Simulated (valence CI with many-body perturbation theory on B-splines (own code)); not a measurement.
Dy⁵⁹⁺: calculated level list

Method: relativistic CI+MBPT: five valence electrons over a frozen Dirac-Fock core [He], radial functions for each j: 9 s, 9 p, 8 d, 6 f, 3 g, 1 h, with the one-electron correlation potential Σ1 (screened to all orders), the two-electron term Σ2, the three-electron term Σ3, Breit, model QED; selected single and double excitations, second order for the rest (own B-spline code, finite nucleus).

The last digits are not significant, and no measured levels were compared; by estimate large intervals hold to a few tenths of a per cent, small ones and those within an open d or f shell to about a per cent. Among the levels kept, up to 1100 cm⁻¹ of a level comes from second order outside the variational space, and about a tenth of that is noise between levels of different J, which matters for small intervals.

Levels 46 to 72 of 72, with energies above the lowest level, (2s^2 2p1/2^2 2p3/2) J=3/2. "Leading %" is the weight of the configuration and term that name the level; weights of strongly mixed levels are sums over their largest components and can fall short. In the jj column 3d3/2^4 stands for four electrons in 3d with j = 3/2. Lifetimes count E1, E2, E3, M1 and M2 decay at the calculated energies, and are blank where another channel may lead or the interval is too uncertain; long ones can be off by a factor of two.

| No. | Configuration | Term | J | E (eV) | Leading % | Leading jj | Lifetime | g |
| --- | --- | --- | --- | --- | --- | --- | --- | --- |
| 46 | 2s2 2p2 3d | 4D | 1/2 | 8228.2 | 77 | 2s^2 2p1/2 2p3/2 3d3/2 (96 %) | 8.48 fs | 0.250 |
| 47 | 2s2 2p2 3d | 2G | 7/2 | 8240.3 | 52 | 2s^2 2p1/2 2p3/2 3d3/2 (98 %) | 96.8 fs | 1.014 |
| 48 | 2s2 2p2 3d | 2D | 5/2 | 8254.5 | 35 | 2s^2 2p1/2 2p3/2 3d3/2 (95 %) | 1.01 fs | 1.139 |
| 49 | 2s2 2p2 3d | 2D | 3/2 | 8261.1 | 43 | 2s^2 2p1/2 2p3/2 3d3/2 (92 %) | 1.12 fs | 1.094 |
| 50 | 2s2 2p2 3d | 2P | 1/2 | 8269.7 | 34 | 2s^2 2p1/2 2p3/2 3d3/2 (94 %) | 999 as | 1.630 |
| 51 | 2s2 2p2 3d | 4D | 7/2 | 8283.5 | 46 | 2s^2 2p1/2 2p3/2 3d5/2 (99 %) | 39.4 fs | 1.299 |
| 52 | 2s2 2p2 3d | 2P | 3/2 | 8300.6 | 38 | 2s^2 2p1/2 2p3/2 3d5/2 (97 %) | 1.35 fs | 1.331 |
| 53 | 2s2 2p2 3d | 2G | 9/2 | 8302.7 | 64 | 2s^2 2p1/2 2p3/2 3d5/2 (100 %) | 13.3 ps | 1.171 |
| 54 | 2s2 2p2 3d | 2F | 5/2 | 8302.8 | 43 | 2s^2 2p1/2 2p3/2 3d5/2 (97 %) | 1.06 fs | 1.139 |
| 55 | 2s2 2p2 3d | 2D | 5/2 | 8318.3 | 61 | 2s^2 2p1/2 2p3/2 3d5/2 (97 %) | 764 as | 1.239 |
| 56 | 2s2 2p2 3d | 2F | 7/2 | 8325.9 | 69 | 2s^2 2p1/2 2p3/2 3d5/2 (98 %) | 694 as | 1.122 |
| 57 | 2s2 2p2 3d | 2D | 3/2 | 8330.6 | 58 | 2s^2 2p1/2 2p3/2 3d5/2 (99 %) | 1.04 fs | 0.962 |
| 58 | 2s2 2p2 3d | 2P | 1/2 | 8335.3 | 58 | 2s^2 2p1/2 2p3/2 3d5/2 (99 %) | 968 as | 1.191 |
| 59 | 2s 2p3 3p | 4D | 7/2 | 8388.6 | 49 | 2s 2p1/2^2 2p3/2 3p3/2 (98 %) | 193 fs | 1.432 |
| 60 | 2s 2p3 3p | 4P | 3/2 | 8397.1 | 31 | 2s 2p1/2^2 2p3/2 3p3/2 (98 %) | 4.84 fs | 1.519 |
| 61 | 2s 2p3 3p | 4P | 5/2 | 8412.8 | 38 | 2s 2p1/2^2 2p3/2 3p3/2 (98 %) | 5.19 fs | 1.414 |
| 62 | 2s 2p3 3p | 2P | 1/2 | 8416.8 | 39 | 2s 2p1/2^2 2p3/2 3p3/2 (99 %) | 2.95 fs | 1.449 |
| 63 | 2s 2p3 3p | 2D | 5/2 | 8471.4 | 32 | 2s 2p1/2^2 2p3/2 3p3/2 (99 %) | 6.47 fs | 1.255 |
| 64 | 2s 2p3 3d | 4D° | 5/2 | 8476.7 | 30 | 2s 2p1/2^2 2p3/2 3d3/2 (99 %) | 11.0 fs | 1.253 |
| 65 | 2s 2p3 3d | 4D° | 3/2 | 8481.1 | 29 | 2s 2p1/2^2 2p3/2 3d3/2 (99 %) | 5.12 fs | 1.360 |
| 66 | 2s 2p3 3d | 4F° | 7/2 | 8484.0 | 24 | 2s 2p1/2^2 2p3/2 3d3/2 (94 %) | 193 fs | 1.241 |
| 67 | 2s 2p3 3d | 4P° | 1/2 | 8484.4 | 46 | 2s 2p1/2^2 2p3/2 3d3/2 (99 %) | 12.7 fs | 2.289 |
| 68 | 2s 2p3 3p | 2P | 3/2 | 8486.3 | 34 | 2s 2p1/2^2 2p3/2 3p3/2 (99 %) | 7.36 fs | 1.220 |
| 69 | 2s 2p3 3p | 4P | 1/2 | 8490.6 | 40 | 2s 2p1/2^2 2p3/2 3p3/2 (99 %) | 73.0 fs | 1.759 |
| 70 | 2s 2p3 3d | 4F° | 9/2 | 8536.0 | 50 | 2s 2p1/2^2 2p3/2 3d5/2 (99 %) | 11.7 ps | 1.335 |
| 71 | 2s 2p3 3d | 2D° | 3/2 | 8546.7 | 30 | 2s 2p1/2^2 2p3/2 3d3/2 (68 %) | 9.52 fs | 0.969 |
| 72 | 2s 2p3 3d | 2D° | 5/2 | 8556.7 | 35 | 2s 2p1/2^2 2p3/2 3d5/2 (60 %) | 3.55 fs | 1.152 |
